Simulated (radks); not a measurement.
The numbers below are computed, except where a source is named.
The platinum ion Pt+ is in [Xe] 4f14 5d(3/2: 4, 5/2: 5). Level of theory: Dirac Kohn-Sham, PBE, spin-unpolarised, spherical densities, finite nucleus; Fermi nuclear charge, rms radius of each element as measured or else 0.836 A^(1/3) + 0.57 fm (a radial shooting solver on a logarithmic mesh with Libxc functionals). Sub-shells are occupied by j as written (lower j first in brackets). One electron is removed from 5d3/2, 5p3/2, 5p1/2, 5d5/2 in turn, with full relaxation. Which removal costs least, and what does each cost?

Answer. 5d5/2 19.328 eV; 5d3/2 20.831 eV; 5p3/2 67.042 eV; 5p1/2 82.269 eV. The 5d5/2 electron leaves first.
